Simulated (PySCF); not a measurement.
A GIAO shielding run with PySCF (density fitting, non-relativistic, gas phase) on SMILES C/C(=C\F)OC(C)(C)C, C7H13FO:

```
$ OMP_NUM_THREADS=1 python probes_run.py task.json out

{"job": {"kind": "nmr", "xc": "PBE0", "basis": "pcSseg-1"}, "charge": 0, "multiplicity": 1}
C      2.839896    -0.223931    -0.284427
C      1.496153     0.236980     0.205864
C      1.380142     1.171651     1.144622
F      2.495645     1.733309     1.684582
O      0.510732    -0.429387    -0.440706
C     -0.894624    -0.245322    -0.228091
C     -1.522281    -1.239715    -1.214012
C     -1.309311    -0.626521     1.195961
C     -1.345815     1.171597    -0.594526
H      2.941932    -1.293336    -0.112191
H      3.636538     0.305172     0.227208
H      2.914643    -0.049174    -1.355643
H      0.493789     1.591066     1.584017
H     -1.214107    -0.999055    -2.227642
H     -1.188536    -2.247955    -0.984882
H     -2.605700    -1.201462    -1.153593
H     -0.956025     0.088713     1.931038
H     -2.393043    -0.673754     1.256615
H     -0.902790    -1.603591     1.446186
H     -2.431517     1.210925    -0.615865
H     -0.966744     1.432025    -1.579961
H     -0.989386     1.911152     0.114596
```

Hardware: 1 thread of an Intel Xeon, shared host. The job also computes population analyses, field gradients.

Question: How large is the calculation?

Answer: 72 electrons, 218 basis functions and 1125 auxiliary functions.

Question: How long does it take, and how much memory does it need?

Answer: 2.8 min of wall time, with 14 SCF cycles and 5 response iterations; peak memory 0.85 GiB. Times on a shared host scatter by some tens of per cent.
